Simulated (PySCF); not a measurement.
C₄H₉, SMILES [CH2]C(C)C, multiplicity 2. Atoms are numbered in the order given.

```xyz
13

C      0.1130    -1.4849     0.0000
C     -0.3711    -0.0686     0.0000
C      0.0925     0.6815    -1.2646
C      0.0925     0.6815     1.2646
H     -0.5714    -2.3362     0.0000
H      1.1888    -1.6900     0.0000
H     -1.4755    -0.0783     0.0000
H     -0.2792     1.7196    -1.2665
H     -0.2667     0.1861    -2.1797
H      1.1940     0.7183    -1.3123
H     -0.2792     1.7196     1.2665
H     -0.2667     0.1861     2.1797
H      1.1940     0.7183     1.3123
```
Charge 0, spin multiplicity 2.

The structure is a stationary point at B3LYP-D3(BJ)/def2-SVP. A frequency run showed that this geometry is not a minimum. The isomer is the one that the SMILES or the coordinates give; other isomers of the formula were not compared.

Calculation: PBE/pcH-1 run with PySCF.

Unrestricted Kohn–Sham, ⟨S²⟩ = 0.753. Hyperfine tensors hold the contact and dipolar terms, without spin-orbit corrections.

Computed hyperfine couplings:
```tsv
nucleus	A(iso) (MHz)	A(iso) (G)	dipolar principal values (MHz)
13C no. 1	80.5	28.7	-81.1, -80.5, 161.6
13C no. 2	-28.1	-10.0	-2.5, 1.2, 1.3
13C no. 3	57.8	20.6	-4.3, -4.2, 8.5
13C no. 4	57.8	20.6	-4.3, -4.2, 8.5
1H no. 5	-63.5	-22.6	-37.8, 0.0, 37.8
1H no. 6	-61.0	-21.8	-37.2, -0.6, 37.9
1H no. 7	2.3	0.8	-5.5, -3.9, 9.3
1H no. 8	18.5	6.6	-2.9, -1.6, 4.4
1H no. 9	-2.2	-0.8	-5.4, -2.2, 7.6
1H no. 10	-2.5	-0.9	-4.2, -2.5, 6.7
1H no. 11	18.5	6.6	-2.9, -1.6, 4.4
1H no. 12	-2.2	-0.8	-5.4, -2.2, 7.6
1H no. 13	-2.5	-0.9	-4.2, -2.5, 6.7
```
